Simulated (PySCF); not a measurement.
Si(F)(Br)(OH)(NH2) (BrFH3NOSi), SMILES F[Si](N)(O)Br. Geometry optimised at PBE0-D3(BJ)/def2-SVP. This is a generated structure with no PubChem entry under its InChIKey; it may be hypothetical. Other conformers were not sampled.

Computed equilibrium geometry at PBE0-D3(BJ)/def2-SVP (PySCF confirms it by a frequency run) as Cartesian coordinates in Å (one conformer of several):
```xyz
8

N     -1.3480     0.5443     1.6256
Si    -0.0162     0.5787     0.5667
O      0.0762     1.9973    -0.2499
F      1.2754     0.3368     1.5046
Br     0.0350    -0.9787    -0.9950
H     -2.2887     0.6377     1.2589
H     -1.3240    -0.0889     2.4178
H     -0.0376     2.7841     0.2943
```
